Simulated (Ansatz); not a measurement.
The molecule LiSi, multiplicity 4 (lowest of 2S+1 = 2, 4 at CCSD(T)/def2-TZVPP on PBE0 minima; our sources give no spin for the ground state, which may be another).

Constants: fifth-degree fit in 1/R to seven points, most abundant isotopes. Runs in def2 and cc sets follow the lowest solution found near the PBE0 minimum.

Cores are frozen in the correlated methods.

Programs: Ansatz (Gaussian orbitals). 

Energies at CCSD/aug-cc-pV(Q+d)Z:

```csv
R (Å),E (hartree)
2.197546,-296.43068532
2.256620,-296.43253606
2.310967,-296.43352680
2.372404,-296.43395971
2.433841,-296.43378667
2.504730,-296.43297552
2.587433,-296.43137694
```

Task: With a reduced mass of 5.6093 u, find the minimum, the force constant and the constants.

Result: A fifth-degree polynomial in 1/R puts the minimum at r_e = 2.3838 Å with force constant 67.3 N/m. Then ω_e = (1/2πc)√(k/μ) = 451 cm⁻¹ and B_e = h/(8π²cμr_e²) = 0.5289 cm⁻¹; the cubic and quartic terms give α_e = 0.0057 and ω_e x_e = 3.1 cm⁻¹.

Ansatz is a program for electronic structure.
